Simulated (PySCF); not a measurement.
Simulation results for CH$_{6}$OSi$_{2}$, CH$_{4}$BClO, CH$_{5}$BOSi, C$_{2}$H$_{6}$OSi and others

Computed with PySCF 2.14.0. Calculation on a computer-drawn molecule: the log of a Hartree-Fock and frozen-core CCSD(T) single point meant for a local Hartree-Fock minimum, with one planted fault or none, to be diagnosed. Offsets are logged minus clean, where the clean run is the same molecule without the fault. The reference is restricted for singlets and unrestricted otherwise, and also for a bond in bohr or an excited solution. Adding or removing an electron swaps singlet and doublet. The excited solution moves the top pair (singlet) or top alpha electron (doublet) to the lowest empty orbital. Highest occupied and lowest empty are orbital energies over both spins, largest force is the largest gradient component, triples share is (T) over the correlation energy, the T1 limit is 0.02 restricted and 0.045 unrestricted, electrons count all cores, a negative frequency is imaginary (commonest isotopes), and the dipole is about the centre of nuclear charge.

Common to all runs: meant charge 0; meant multiplicity 1; meant basis cc-pV(D+d)Z; logged SCF converged yes; logged CC converged yes; logged SCF stable within its kind yes; possible faults no fault, one electron removed, one electron added, multiplicity raised by two, geometry at a saddle point, SCF held on an excited solution, minimal basis STO-3G, one bond length entered in bohr, all coordinates scaled.

(1) CH$_{6}$OSi$_{2}$

Logged structure:
```xyz
10
CH6OSi2
O     -1.1990    -0.1059    -1.4453
C     -0.6636     0.9088    -1.9313
Si     0.8279     1.3828    -1.6728
Si     2.1911     0.3064    -0.4019
H     -2.0202    -0.1748    -1.7201
H     -1.2486     1.4542    -2.5339
H      1.1755     2.5226    -2.3177
H      3.2904    -0.0935    -1.1021
H      1.5405    -0.7826     0.0888
H      2.6123     1.0919     0.6297
```

- logged electrons: 48
- logged basis functions: 104
- logged spin squared: 0
- logged highest occupied: -7.4671 eV
- logged lowest empty: 3.032 eV
- logged largest force: 0.11005 hartree/bohr
- logged T1 diagnostic: 0.013748
- logged D1 diagnostic: 0.04
- logged triples share: 0.029248
- logged dipole magnitude: 1.9624 debye
- logged energy HF: -693.94076 hartree
- logged energy CCSD(T): -694.52502 hartree
- planted fault: all coordinates scaled, by -8.0 %
- HF energy offset from clean run: 49.83 kcal/mol
- CCSD(T) energy offset from clean run: 58.3 kcal/mol

Drawn bonds:
```tsv
atom	other atom	order
1	2	1
2	3	2
3	4	1
1	5	1
2	6	1
3	7	1
4	8	1
4	9	1
4	10	1
```

(2) CH$_{4}$BClO

Logged structure:
```xyz
8
CH4BClO
O      0.3352    -1.3436     0.4222
C      0.6058    -0.6822    -0.7793
B      0.6335    -1.6248    -2.0335
Cl     0.3587    -3.3565    -1.9413
H      0.3375    -0.7193     1.1312
H     -0.1349     0.1046    -0.9944
H      1.5781    -0.1642    -0.7566
H      0.8517    -1.1585    -3.1117
```

- logged electrons: 40
- logged basis functions: 85
- logged spin squared: 2.0163
- logged highest occupied: -5.807 eV
- logged lowest empty: -2.6841 eV
- logged largest force: 0.030654 hartree/bohr
- logged T1 diagnostic: 0.051207
- logged D1 diagnostic: 0.34374
- logged triples share: 0.028242
- logged dipole magnitude: 1.0166 debye
- logged energy HF: -599.07496 hartree
- logged energy CCSD(T): -599.68542 hartree
- planted fault: multiplicity raised by two
- HF energy offset from clean run: 130.1 kcal/mol
- CCSD(T) energy offset from clean run: 125.2 kcal/mol

Drawn bonds:
```tsv
atom	other atom	order
1	2	1
2	3	1
3	4	1
1	5	1
2	6	1
2	7	1
3	8	1
```

Notes: T1 above single-reference limit.

(3) CH$_{5}$BOSi

Logged structure:
```xyz
9
CH5BOSi
O     -2.6805     1.7805     0.6204
C     -3.1925     0.5204     0.1320
B     -3.3621    -0.2995     1.4831
Si    -3.0179     1.2444     2.7576
H     -2.9449     2.5324     0.1100
H     -2.4929     0.1039    -0.5968
H     -4.1561     0.6677    -0.3679
H     -3.6723    -1.4561     1.5071
H     -1.5410     0.9338     2.8890
```

- logged electrons: 38
- logged basis functions: 29
- logged spin squared: 0
- logged highest occupied: -4.9868 eV
- logged lowest empty: 7.5251 eV
- logged largest force: 0.064481 hartree/bohr
- logged T1 diagnostic: 0.016157
- logged D1 diagnostic: 0.064513
- logged triples share: 0.014881
- logged dipole magnitude: 2.401 debye
- logged energy HF: -424.03498 hartree
- logged energy CCSD(T): -424.24081 hartree
- planted fault: minimal basis STO-3G
- HF energy offset from clean run: 3229 kcal/mol
- CCSD(T) energy offset from clean run: 3451 kcal/mol

Drawn bonds:
```tsv
atom	other atom	order
1	2	1
2	3	1
3	4	1
1	5	1
2	6	1
2	7	1
3	8	1
4	9	1
```

(4) CH$_{5}$BOSi

Structure as in entry 3.

* logged electrons: 38
* logged basis functions: 90
* logged spin squared: 2.0275
* logged highest occupied: -5.8621 eV
* logged lowest empty: 0.94168 eV
* logged largest force: 0.036519 hartree/bohr
* logged T1 diagnostic: 0.019357
* logged D1 diagnostic: 0.071288
* logged triples share: 0.028692
* logged dipole magnitude: 3.7449 debye
* logged energy HF: -429.11341 hartree
* logged energy CCSD(T): -429.65448 hartree
* planted fault: multiplicity raised by two
* HF energy offset from clean run: 41.77 kcal/mol
* CCSD(T) energy offset from clean run: 54.2 kcal/mol

Drawn bonds:
```tsv
atom	other atom	order
1	2	1
2	3	1
3	4	1
1	5	1
2	6	1
2	7	1
3	8	1
4	9	1
```

(5) C$_{2}$H$_{6}$OSi

Logged structure:
```xyz
10
C2H6OSi
O     -1.0699    -1.6556    -2.2472
C     -2.5228     0.5295    -1.8651
C     -1.6822     1.5517    -1.1220
Si    -2.5252     3.2201    -0.7261
H     -1.5861    -2.2978    -2.7106
H     -2.8551     0.9438    -2.8250
H     -3.4258     0.2955    -1.2877
H     -1.3287     1.1183    -0.1761
H     -0.7668     1.7596    -1.6930
H     -1.3183     3.8192    -0.0302
```

* logged electrons: 40
* logged basis functions: 95
* logged spin squared: 1.3575
* logged highest occupied: -8.9138 eV
* logged lowest empty: 1.1267 eV
* logged largest force: 0.042695 hartree/bohr
* logged T1 diagnostic: 0.058263
* logged D1 diagnostic: 0.26698
* logged triples share: 0.026163
* logged dipole magnitude: 1.4562 debye
* logged energy HF: -442.86332 hartree
* logged energy CCSD(T): -443.43895 hartree
* planted fault: one bond length entered in bohr, row 1 of the drawn bonds
* HF energy offset from clean run: 62.27 kcal/mol
* CCSD(T) energy offset from clean run: 92.05 kcal/mol

Drawn bonds:
```tsv
atom	other atom	order
1	2	1
2	3	1
3	4	1
1	5	1
2	6	1
2	7	1
3	8	1
3	9	1
4	10	1
```

Notes: T1 above single-reference limit.

(6) CH$_{3}$AlO$_{2}$

Logged structure:
```xyz
7
CH3AlO2
O      0.0112    -2.1881     0.6209
C     -0.5593    -0.9098     0.5583
O      0.4090    -0.0418     0.1521
Al     2.0557     0.0079    -0.2991
H     -0.6369    -2.8181     0.9016
H     -0.9371    -0.6151     1.5437
H     -1.3924    -0.9014    -0.1533
```

- logged electrons: 37
- logged basis functions: 80
- logged spin squared: 0.753
- logged highest occupied: -16.109 eV
- logged lowest empty: -7.1283 eV
- logged largest force: 0.063107 hartree/bohr
- logged T1 diagnostic: 0.02122
- logged D1 diagnostic: 0.083777
- logged triples share: 0.026261
- logged dipole magnitude: 5.9172 debye
- logged energy HF: -431.02049 hartree
- logged energy CCSD(T): -431.5875 hartree
- planted fault: one electron removed
- HF energy offset from clean run: 178.2 kcal/mol
- CCSD(T) energy offset from clean run: 198.2 kcal/mol

Drawn bonds:
```tsv
atom	other atom	order
1	2	1
2	3	1
3	4	1
1	5	1
2	6	1
2	7	1
```

(7) CH$_{3}$AlO$_{2}$

Structure as in entry 6.

- logged electrons: 38
- logged basis functions: 80
- logged spin squared: 2.0021
- logged highest occupied: -5.8517 eV
- logged lowest empty: 0.045863 eV
- logged largest force: 0.0097646 hartree/bohr
- logged T1 diagnostic: 0.016496
- logged D1 diagnostic: 0.055814
- logged triples share: 0.024716
- logged dipole magnitude: 1.3021 debye
- logged energy HF: -431.2183 hartree
- logged energy CCSD(T): -431.78618 hartree
- planted fault: multiplicity raised by two
- HF energy offset from clean run: 54.03 kcal/mol
- CCSD(T) energy offset from clean run: 73.57 kcal/mol

Drawn bonds:
```tsv
atom	other atom	order
1	2	1
2	3	1
3	4	1
1	5	1
2	6	1
2	7	1
```

(8) CH$_{5}$ClOSi

Logged structure:
```xyz
9
CH5ClOSi
O      0.3994     2.3505     0.8356
C      1.3665     1.3426     0.6423
Si     1.4017     0.6873    -1.1276
Cl     2.0368     2.1603    -2.4380
H     -0.4663     1.9798     0.7508
H      1.2256     0.5062     1.3406
H      2.3343     1.7837     0.8866
H      2.3329    -0.4513    -1.2445
H      0.0415     0.2868    -1.5403
```

* logged electrons: 50
* logged basis functions: 33
* logged spin squared: 0
* logged highest occupied: -8.9556 eV
* logged lowest empty: 9.3347 eV
* logged largest force: 0.058226 hartree/bohr
* logged T1 diagnostic: 0.0060308
* logged D1 diagnostic: 0.019201
* logged triples share: 0.0098248
* logged dipole magnitude: 3.9383 debye
* logged energy HF: -854.38349 hartree
* logged energy CCSD(T): -854.55413 hartree
* planted fault: minimal basis STO-3G
* HF energy offset from clean run: 6114 kcal/mol
* CCSD(T) energy offset from clean run: 6401 kcal/mol

Drawn bonds:
```tsv
atom	other atom	order
1	2	1
2	3	1
3	4	1
1	5	1
2	6	1
2	7	1
3	8	1
3	9	1
```
